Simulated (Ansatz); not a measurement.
HClSSi, SMILES `S[Si]Cl` (lower singlet; H–S–Si–Cl torsion 0°) (charge 0, multiplicity 1). This singlet lies 2.00 eV below the relaxed triplet at the level frozen-core CCSD(T)/cc-pVTZ // PBE0-D3(BJ)/def2-TZVP (Ansatz, a quantum-chemistry and plane-wave program).

Level of theory: frozen-core CCSD(T)/cc-pVQZ // PBE0-D3(BJ)/def2-TZVP in Ansatz.

Ansatz 0.2 input:
```yaml
crystal:
  periodic: [false, false, false]
  atoms:
    - { symbol: S, position_ang: [-1.309182, 0.515951, 0.012916] }
    - { symbol: Si, position_ang: [0.757514, 1.086174, 0.006952] }
    - { symbol: Cl, position_ang: [1.693276, -0.78388, -0.017984] }
    - { symbol: H, position_ang: [-1.141609, -0.818244, -0.001885] }
basis:
  gaussian: { orbitals: cc-pVQZ }
correlation:
  method: ccsd_t
```

Output:

```
Functional definition: HF
1253 factors; integrals over basis functions are off by at most 1.1e-3 eV
mean field evaluation 1: about -31200.9543 eV, gradient 1.6e1 eV
mean field evaluation 2: about -31201.0324 eV, gradient 1.6e1 eV
mean field evaluation 4: about -31202.0997 eV, gradient 2.1e0 eV
mean field evaluation 8: about -31202.1398 eV, gradient 2.1e-1 eV
mean field evaluation 16: about -31200.9537 eV, gradient 1.6e1 eV
mean field -31202.14025489 eV, -1146.6575047968 hartree, gradient 1.4e-6 eV, S^2 0.000000; 0 other end points of the search recorded, 0 dependent functions left out; unrestricted orbitals would lower it
15 core orbitals not correlated
reference -31202.14025489 eV, -1146.6575047968 hartree; 9, 9 occupied and 183, 183 virtual orbitals, 1253 factors
second order -13.75678675 eV of doubles, -0.00000000 eV of singles
cycle   1  -14.35645629 eV  change   -6.0e-1 eV  update   8.8e-2
cycle   2  -14.70820682 eV  change   -3.5e-1 eV  update   2.9e-2
cycle   3  -14.78542979 eV  change   -7.7e-2 eV  update   1.5e-2
cycle   4  -14.77465587 eV  change    1.1e-2 eV  update   4.3e-3
cycle   5  -14.77273974 eV  change    1.9e-3 eV  update   1.8e-3
cycle   6  -14.77291352 eV  change   -1.7e-4 eV  update   6.3e-4
cycle   7  -14.77277680 eV  change    1.4e-4 eV  update   2.4e-4
cycle   8  -14.77284451 eV  change   -6.8e-5 eV  update   9.0e-5
cycle   9  -14.77285113 eV  change   -6.6e-6 eV  update   3.4e-5
cycle  10  -14.77282745 eV  change    2.4e-5 eV  update   1.2e-5
cycle  11  -14.77283551 eV  change   -8.1e-6 eV  update   4.8e-6
perturbative correction -0.77795406 eV, -0.0285892843 hartree
Total energy: -31217.69104445 eV, -1147.2289857727 hartree
```
